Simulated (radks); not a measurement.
Results of a calculation; reference values are marked as such.
Problem. Radial electron density D(r) = 4 pi r^2 rho(r) of an atom or ion with 62 electrons. Code: a radial shooting solver on a logarithmic mesh with Libxc functionals. Model: scalar-relativistic Kohn-Sham, PBE, spin-polarised, spherical densities, finite nucleus; Fermi nuclear charge, rms radius of each element as measured or else 0.836 A^(1/3) + 0.57 fm.

```
   r/bohr * D(r) (the largest magnitude, 118, reaches the edge; | marks zero)
 0.001005 | *
 0.001319 |  *
 0.001745 |    *
  0.00229 |       *
  0.00303 |           *
 0.004009 |                *
 0.005263 |                      *
 0.006963 |                             *
  0.00914 |                                   *
  0.01209 |                                       *
    0.016 |                                        *
    0.021 |                                      *
  0.02779 |                                   *
  0.03648 |                                       *
  0.04826 |                                                *
  0.06386 |                                                      *
  0.08382 |                                                 *
   0.1109 |                                         *
   0.1456 |                                            *
   0.1926 |                                               *
   0.2548 |                                  *
   0.3345 |                     *
   0.4426 |                        *
   0.5809 |                      *
   0.7686 |            *
    1.017 |      *
    1.335 |   *
    1.766 | *
    2.318 *
    3.068 *
    4.059 *
```

What is the nuclear charge?

Solution. Z = 66. The innermost maximum, from 1s, lies near gamma/Z bohr with gamma = sqrt(1 - (Z/c)^2) = 0.876, here 0.0133 bohr (found: 0.0145), and its height grows with Z. The density is that of the dysprosium ion Dy4+ in [Kr] 4d10 4f9 5s2 5p5; the configuration itself is not fixed sharply by these data, and Z only to a few units. D(r) has 4 maxima, at r = 0.0145, 0.0649, 0.181, 0.495 bohr, and minima at 0.0278, 0.119, 0.354 bohr, inside which lie 1.92, 11.16, 29.46 electrons.
